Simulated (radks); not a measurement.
Values are calculated unless marked as measured or tabulated.
Question: The thallium ion Tl11+, configuration [Xe] 4f14 5d2 (the NIST ground configuration). Code: a radial shooting solver on a logarithmic mesh with Libxc functionals. Model: Dirac Kohn-Sham, HCTH/407, spin-unpolarised, spherical densities, finite nucleus; open shells fill j = l - 1/2 first; Fermi nuclear charge, rms radius 5.4759 fm. Some entries of the table are withheld. Estimate them.

orbital  occ.  eigenvalue (hartree)  <r> (bohr)  <1/r> (bohr^-1)
1s1/2       2             -3146.198     0.01633            99.31
2s1/2       2             -566.2456     0.06808            24.52
2p1/2       2             -544.2186     0.05589              (1)
2p3/2       4             -468.3252     0.06467              (2)
3s1/2       2             -140.7456      0.1770            9.000
3p1/2       2             -130.7453      0.1673            8.918
3p3/2       4             -113.8527      0.1834            7.663
3d3/2       4             -97.25661         (3)            7.566
3d5/2       6             -93.63990         (4)            7.284
4s1/2       2             -37.00826      0.3910            3.824
4p1/2       2             -32.68179      0.3923              (5)
4p3/2       4             -28.55652      0.4264              (6)
4d3/2       4             -21.46428         (7)            3.088
4d5/2       6             -20.69057         (8)            2.989
5s1/2       2             -11.67169         (9)            1.638
4f5/2       6             -11.49792      0.4570            2.654
4f7/2       8             -11.32427      0.4631            2.616
5p1/2       2             -10.13625      0.8894            1.537
5p3/2       4              -9.26488      0.9580            1.396
5d3/2       2              -6.95157        (10)            1.210
5d5/2       0              -6.81426        (11)            1.183
6s1/2       0              -5.39104       1.632           0.8269
6p1/2       0              -4.82344       1.738           0.7735
6p3/2       0              -4.55452       1.835           0.7242
5f5/2       0              -4.35962       1.435           0.8923
5f7/2       0              -4.33756       1.445           0.8863
6d3/2       0              -3.67795       2.081           0.6421
6d5/2       0              -3.63058       2.107           0.6334

Answer: 
(1) 2p1/2 <1/r> (bohr^-1): 24.49
(2) 2p3/2 <1/r> (bohr^-1): 19.69
(3) 3d3/2 <r> (bohr): 0.1593
(4) 3d5/2 <r> (bohr): 0.1642
(5) 4p1/2 <1/r> (bohr^-1): 3.717
(6) 4p3/2 <1/r> (bohr^-1): 3.282
(7) 4d3/2 <r> (bohr): 0.4315
(8) 4d5/2 <r> (bohr): 0.4424
(9) 5s1/2 <r> (bohr): 0.8454
(10) 5d3/2 <r> (bohr): 1.084
(11) 5d5/2 <r> (bohr): 1.105
